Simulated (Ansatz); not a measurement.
Dissociation curve of SMg, lowest triplet found (which spin is the ground state isn't settled by this scan).

Methods: ROHF/cc-pVDZ (Ansatz, a program for electronic structure); ROMP2 = MP2 on ROHF/cc-pVDZ, frozen core run with Ansatz; ROCCSD = Ansatz with CCSD on ROHF/cc-pVDZ, frozen core; ROCCSD(T) = CCSD(T) on ROHF/cc-pVDZ, frozen core run with Ansatz; UHF/cc-pVDZ (Ansatz); UMP2 = MP2 on UHF/cc-pVDZ, frozen core in Ansatz; UCCSD = Ansatz with CCSD on UHF/cc-pVDZ, frozen core; UCCSD(T) = Ansatz with CCSD(T) on UHF/cc-pVDZ, frozen core; ROCCSDT = CCSDT on ROHF/cc-pVDZ, frozen core in Ansatz; UCCSDT = CCSDT on UHF/cc-pVDZ, frozen core (Ansatz); UCCSDT(Q) = Ansatz with CCSDT(Q) on UHF/cc-pVDZ, frozen core; UKS-CAM-B3LYP = unrestricted CAM-B3LYP/cc-pVDZ (Ansatz); UKS-BLYP = unrestricted BLYP/cc-pVDZ in Ansatz; UKS-PBE = unrestricted PBE/cc-pVDZ run with Ansatz; FCI = full CI/cc-pVDZ, frozen core run with Ansatz.

All curves are set to zero at 2.34 Å and compared with full CI in the same basis at 2.34, 2.43, 2.47, 2.54, 2.65, 2.77, 2.91, 3.12, 3.32, 3.57, 3.97, 4.37 Å.

Which method stays most parallel to full CI over these points, and which least?

UCCSDT(Q) has the smallest spread and UKS-PBE the largest. In order (kJ/mol): UCCSDT(Q) 0.10, UCCSDT 0.68, ROCCSDT 1.07, UCCSD(T) 2.31, ROCCSD(T) 2.43, UCCSD 8.55, UHF 10.83, ROCCSD 12.16, UMP2 25.28, UKS-CAM-B3LYP 26.62, UKS-BLYP 27.88, ROMP2 28.60, ROHF 30.36, UKS-PBE 38.77.

Errors against full CI at some of the points (kJ/mol):

| method | 2.91 Å | 3.57 Å | 4.37 Å |
|---|---|---|---|
| UCCSDT(Q) | 0.0 | 0.1 | 0.1 |
| UCCSDT | 0.2 | -0.3 | -0.5 |
| ROCCSDT | 0.4 | -0.4 | -0.5 |
| UCCSD(T) | 0.8 | -0.6 | -1.5 |
| ROCCSD(T) | 1.0 | -0.6 | -1.5 |
| UCCSD | 1.8 | -3.9 | -6.8 |
| UHF | 5.7 | -1.0 | -4.9 |
| ROCCSD | 3.6 | -4.2 | -6.9 |
| UMP2 | 9.2 | 25.3 | 22.3 |
| UKS-CAM-B3LYP | 2.3 | 10.9 | 26.6 |
| UKS-BLYP | -16.0 | -15.2 | 7.5 |
| ROMP2 | 11.5 | 23.7 | 20.2 |
| ROHF | 13.6 | 7.8 | -4.6 |
| UKS-PBE | -9.1 | 0.4 | 28.3 |

The scan ran from 1.77 to 8.43 Å; beyond the distances shown full CI changes its symmetry label. The T1 diagnostic of CCSD on the restricted reference of ROMP2, ROCCSD, ROCCSD(T), ROCCSDT exceeds 0.045 at 2.91 to 3.32 Å. The unrestricted determinant behind UHF, UMP2, UCCSD, UCCSD(T), UCCSDT, UCCSDT(Q) is spin-contaminated at 3.12 to 3.57 Å (<S²> up to 2.2, against 2.00 for a pure triplet).
